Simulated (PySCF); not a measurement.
## A small calculation by hand: oscillator strength and radiative lifetime

B(Cl)2(OH) (BCl2HO), SMILES OB(Cl)Cl.

The structure is a stationary point at PBE-D3(BJ)/def2-SVP. The values are those of a single conformer.

PySCF 2.14.0 with TDA-CAM-B3LYP/def2-SVPD puts the first singlet state with f over 0.02 at 8.02 eV (vertical), with the transition dipole (-0.032, 0.425, 0.000) in atomic units.

Q: Find the oscillator strength, the wavelength and the radiative lifetime that this transition would have in vacuum if emission retraced absorption.

A: 
|μ|² = 0.1816 au, so |μ| = 1.08 D. ΔE = 8.02/27.211 = 0.2947 hartree. f = (2/3) ΔE |μ|² = 0.036 (the program prints 0.036).
λ = 1239.84/8.02 = 155 nm; ν = 64686 cm⁻¹.
Einstein's coefficient A = 0.6670 ν² f s⁻¹ (ν in cm⁻¹) = 1.0e8 s⁻¹, so τ = 1/A = 10 ns. This state is S3; the lower singlets have f = 0.000, 0.000. The figure is the radiative limit of this one transition; relaxation, internal conversion, crossing to triplets and a medium change what is measured.
